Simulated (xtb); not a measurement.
Job for xtb: GFN2-xTB on CH3F2In (SMILES [CH3][In]([F])[F]), a point of a torsion scan.

```
$ xtb mol.xyz --gfn 2 --opt vtight --chrg 0 --uhf 0 --input xcontrol
7

C     -1.05271005    -0.10578920     0.00322596
In     1.13616976     0.00919389    -0.03054920
F      2.24929885     0.14847353     1.51663700
F      1.95215275     0.08965502    -1.91028114
H     -1.46304017     0.28068742     0.97146831
H     -1.34196716    -1.14833389    -0.17242117
H     -1.47688213     0.54354930    -0.80375677
$constrain
  force constant=1.0
  dihedral: 5,1,2,3,20.0
$end
```

It printed:

```
[...]
           -------------------------------------------------
          |                Calculation Setup                |
           -------------------------------------------------



           -------------------------------------------------
          |                 G F N 2 - x T B                 |
           -------------------------------------------------

        Reference                      10.1021/acs.jctc.8b01176
      * Hamiltonian:
        H0-scaling (s, p, d)           1.850000    2.230000    2.230000
        zeta-weighting                 0.500000
      * Dispersion:
        s8                             2.700000
        a1                             0.520000
        a2                             5.000000
        s9                             5.000000
      * Repulsion:
        kExp                           1.500000    1.000000
        rExp                           1.000000
      * Coulomb:
        alpha                          2.000000
        third order                    shell-resolved
        anisotropic                    true
        a3                             3.000000
        a5                             4.000000
        cn-shift                       1.200000
        cn-exp                         4.000000
        max-rad                        5.000000


          ...................................................
          :                      SETUP                      :
          :.................................................:
          :  # basis functions                  25          :
          :  # atomic orbitals                  24          :
          :  # shells                           12          :
          :  # electrons                        24          :
          :  max. iterations                   250          :
          :  Hamiltonian                  GFN2-xTB          :
          :  restarted?                      false          :
          :  GBSA solvation                  false          :
          :  PC potential                    false          :
          :  electronic temp.          300.0000000     K    :
          :  accuracy                    1.0000000          :
          :  -> integral cutoff          0.2500000E+02      :
          :  -> integral neglect         0.1000000E-07      :
          :  -> SCF convergence          0.1000000E-05 Eh   :
          :  -> wf. convergence          0.1000000E-03 e    :
          :  Broyden damping             0.4000000          :
          :  net charge                          0          :
          :  unpaired electrons                  0          :
          ...................................................

 iter      E             dE          RMSdq      gap      omega  full diag
   1    -14.2964443 -0.142964E+02  0.179E+01    3.67       0.0  T
   2    -14.2809911  0.154533E-01  0.155E+01    2.43       1.0  T
   3    -14.4489330 -0.167942E+00  0.869E+00    3.29       1.0  T
   4    -14.4574734 -0.854041E-02  0.204E+00    3.11       1.0  T
   5    -14.4625717 -0.509822E-02  0.662E-01    3.15       1.0  T
   6    -14.4624477  0.123951E-03  0.558E-01    3.14       1.0  T
   7    -14.4626309 -0.183170E-03  0.677E-02    3.12       1.0  T
   8    -14.4626365 -0.559948E-05  0.379E-02    3.12       1.0  T
   9    -14.4626372 -0.726861E-06  0.570E-03    3.12       6.6  T
  10    -14.4626373 -0.609566E-07  0.287E-03    3.12      13.2  T
  11    -14.4626373 -0.194687E-08  0.585E-04    3.12      64.7  T
  12    -14.4626373 -0.818279E-10  0.101E-04    3.12     375.5  T

   *** convergence criteria satisfied after 12 iterations ***

         #    Occupation            Energy/Eh            Energy/eV
      -------------------------------------------------------------
         1        2.0000           -0.7810237             -21.2527
       ...           ...                  ...                  ...
         6        2.0000           -0.5284094             -14.3788
         7        2.0000           -0.4812133             -13.0945
         8        2.0000           -0.4799813             -13.0610
         9        2.0000           -0.4752535             -12.9323
        10        2.0000           -0.4604863             -12.5305
        11        2.0000           -0.4590624             -12.4917
        12        2.0000           -0.4542909             -12.3619 (HOMO)
        13                         -0.3398031              -9.2465 (LUMO)
        14                         -0.1590448              -4.3278
        15                         -0.0369937              -1.0066
        16                         -0.0308367              -0.8391
        17                         -0.0289316              -0.7873
       ...                                ...                  ...
        24                          0.6196366              16.8612
      -------------------------------------------------------------
                  HL-Gap            0.1144878 Eh            3.1154 eV
             Fermi-
[...]
   17                         -0.0226646              -0.6167
       ...                                ...                  ...
        24                          0.6100369              16.5999
      -------------------------------------------------------------
                  HL-Gap            0.1172918 Eh            3.1917 eV
             Fermi-level           -0.3972640 Eh          -10.8101 eV

 SCC (total)                   0 d,  0 h,  0 min,  0.005 sec
 SCC setup                      ...        0 min,  0.000 sec (  1.850%)
 Dispersion                     ...        0 min,  0.000 sec (  0.607%)
 classical contributions        ...        0 min,  0.000 sec (  0.211%)
 integral evaluation            ...        0 min,  0.001 sec ( 21.308%)
 iterations                     ...        0 min,  0.001 sec ( 19.727%)
 molecular gradient             ...        0 min,  0.002 sec ( 52.666%)
 printout                       ...        0 min,  0.000 sec (  3.218%)

         :::::::::::::::::::::::::::::::::::::::::::::::::::::
         ::                     SUMMARY                     ::
         :::::::::::::::::::::::::::::::::::::::::::::::::::::
         :: total energy             -14.416315382104 Eh    ::
         :: gradient norm              0.000018751414 Eh/a0 ::
         :: HOMO-LUMO gap              3.191672920548 eV    ::
         ::.................................................::
         :: SCC energy               -14.476518340270 Eh    ::
         :: -> isotropic ES            0.059075660241 Eh    ::
         :: -> anisotropic ES         -0.000217837923 Eh    ::
         :: -> anisotropic XC          0.002002954111 Eh    ::
         :: -> dispersion             -0.002478947501 Eh    ::
         :: repulsion energy           0.060202958133 Eh    ::
         :: add. restraining           0.000000000032 Eh    ::
         :: total charge               0.000000000000 e     ::
         :::::::::::::::::::::::::::::::::::::::::::::::::::::

           -------------------------------------------------
          |                Property Printout                |
           -------------------------------------------------

    * Orbital Energies and Occupations

         #    Occupation            Energy/Eh            Energy/eV
      -------------------------------------------------------------
         1        2.0000           -0.7686416             -20.9158
         2        2.0000           -0.7668567             -20.8672
         3        2.0000           -0.6466133             -17.5952
         4        2.0000           -0.5677461             -15.4492
         5        2.0000           -0.5388528             -14.6629
         6        2.0000           -0.5386198             -14.6566
         7        2.0000           -0.4729054             -12.8684
         8        2.0000           -0.4709294             -12.8146
         9        2.0000           -0.4689177             -12.7599
        10        2.0000           -0.4657880             -12.6747
        11        2.0000           -0.4600405             -12.5183
        12        2.0000           -0.4559099             -12.4059 (HOMO)
        13                         -0.3386181              -9.2143 (LUMO)
        14                         -0.1581351              -4.3031
        15                         -0.0345527              -0.9402
        16                         -0.0328569              -0.8941
        17                         -0.0226646              -0.6167
        18                         -0.0110773              -0.3014
        19                          0.0703654               1.9147
        20                          0.1349072               3.6710
        21                          0.1894676               5.1557
        22                          0.2522976               6.8654
        23                          0.5661406              15.4055
        24                          0.6100369              16.5999
      -------------------------------------------------------------
                  HL-Gap            0.1172918 Eh            3.1917 eV
             Fermi-level           -0.3972640 Eh          -10.8101 eV

     #   Z          covCN         q      C6AA      α(0)
     1   6 C        3.623    -0.130    23.490     6.986
     2  49 In       2.224     0.413   313.438    37.027
     3   9 F        0.687    -0.313    12.486     4.172
     4   9 F        0.687    -0.312    12.480     4.171
     5   1 H        0.927     0.116     1.643     2.004
     6   1 H        0.926     0.111     1.687     2.031
     7   1 H        0.927     0.114     1.659     2.014

 Mol. C6AA /au·bohr⁶  :       1080.329362
 Mol. C8AA /au·bohr⁸  :      78654.927121
 Mol. α(0) /au        :         58.405217


Wiberg/Mayer (AO) data.
largest (>0.10) Wiberg bond orders for each atom

 ---------------------------------------------------------------------------
     #   Z sym  total        # sym  WBO       # sym  WBO       # sym  WBO
 ---------------------------------------------------------------------------
     1   6 C    3.972 --     5 H    0.949     7 H    0.948     6 H    0.947
                             2 In   0.756     4 F    0.186     3 F    0.186
     2  49 In   2.735 --     4 F    0.934     3 F    0.934     1 C    0.756
     3   9 F    1.187 --     2 In   0.934     1 C    0.186
     4   9 F    1.187 --     2 In   0.934     1 C    0.186
     5   1 H    0.986 --     1 C    0.949
     6   1 H    0.988 --     1 C    0.947
     7   1 H    0.987 --     1 C    0.948
 ---------------------------------------------------------------------------

Topologies differ in total number of bonds
Writing topology from bond orders to xtbtopo.mol

molecular dipole:
                 x           y           z       tot (Debye)
 q only:       -2.417      -0.151       0.126
   full:       -2.506      -0.163       0.127       6.392
molecular quadrupole (traceless):
                xx          xy          yy          xz          yz          zz
 q only:       -4.897      -0.615       6.807       0.577      -0.052      -1.910
  q+dip:       -5.621      -0.696       7.788       0.636      -0.061      -2.167
   full:       -7.174      -1.037      11.083       0.630      -0.107      -3.909

           -------------------------------------------------
          |                Geometry Summary                 |
           -------------------------------------------------

      molecular mass/u    :      167.8494511
   center of mass at/Å    :        1.1267664       0.0439578      -0.1218046
  moments of inertia/u·Å² :        0.1023691E+03   0.1283850E+03   0.2275159E+03
rotational constants/cm⁻¹ :        0.1646749E+00   0.1313054E+00   0.7409432E-01

 * 4 selected distances

     #   Z          #   Z                                           value/Å
     1   6 C        2  49 In                                      2.2218103 (max)
     1   6 C        5   1 H                                       1.0826076 (min)
     1   6 C        6   1 H                                       1.0833483
     1   6 C        7   1 H                                       1.0828563

 * 2 distinct bonds (by element types)

   Z      Z             #   av. dist./Å        max./Å        min./Å
   1 H    6 C           3     1.0829374     1.0833483     1.0826076
   6 C   49 In          1     2.2218103     2.2218103     2.2218103


optimized geometry written to: xtbopt.xyz


           -------------------------------------------------
          | TOTAL ENERGY              -14.416315382104 Eh   |
          | GRADIENT NORM               0.000018751414 Eh/α |
          | HOMO-LUMO GAP               3.191672920548 eV   |
           -------------------------------------------------

------------------------------------------------------------------------
------------------------------------------------------------------------
 total:
 SCF:
 ANC optimizer:
Note: The following floating-point exceptions are signalling: IEEE_DENORMAL
normal termination of xtb
```

The run finished.

Warnings raised: the energy holds the restraint's term.

Cost: about 0.13 core-seconds (a rough figure).
